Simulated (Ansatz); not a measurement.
Stepwise reaction of `O[SiH](O)[GeH3]` with hydrogen chloride, as a gas-phase model of exchange steps in deposition or etching. ΔE in kJ/mol.

Computed with Ansatz on PBE0-D4/def2-TZVP structures; ΔE is electronic, products minus reactants. CCSD(T)/CBS is the MP2 limit (def2-TZVPP, def2-QZVPP) plus CCSD(T) − MP2 in def2-TZVPP, frozen cores. This one scheme is used for every species. DFT in def2-TZVPP. B3LYP here is the variant with VWN-RPA as its local correlation; programs differ in this. For Ge outer-core shells are correlated without core-valence functions, which leaves a few kJ/mol of doubt a bond. Scalar relativity is left out up to krypton. Each species was taken in one conformer, which may not be the lowest.

```json
{"step": "1", "reaction": "`O[SiH](O)[GeH3]` + HCl → `O[SiH](Cl)[GeH3]` + H₂O", "PBE-D4": "-10.7", "B3LYP-D4": "-4.7", "ωB97M-V": "-5.6", "CCSD(T)/CBS": "-7.7"}
{"step": "2", "reaction": "`O[SiH](Cl)[GeH3]` + HCl → `Cl[SiH](Cl)[GeH3]` + H₂O", "PBE-D4": "-4.9", "B3LYP-D4": "1.6", "ωB97M-V": "0.4", "CCSD(T)/CBS": "-2.2"}
```

Q: By hand: ΔE of the 2 steps together at CCSD(T)/CBS.

A: (-7.7) + (-2.2) = -9.9 kJ/mol, or -5.0 kJ/mol a step.

In ΔE each step is higher than the one before. PBE-D4 differs from CCSD(T)/CBS by -3.0 to -2.7 kJ/mol a step. Isolated molecules leave out the surface, adducts and barriers. Largest T1 diagnostic: 0.012.
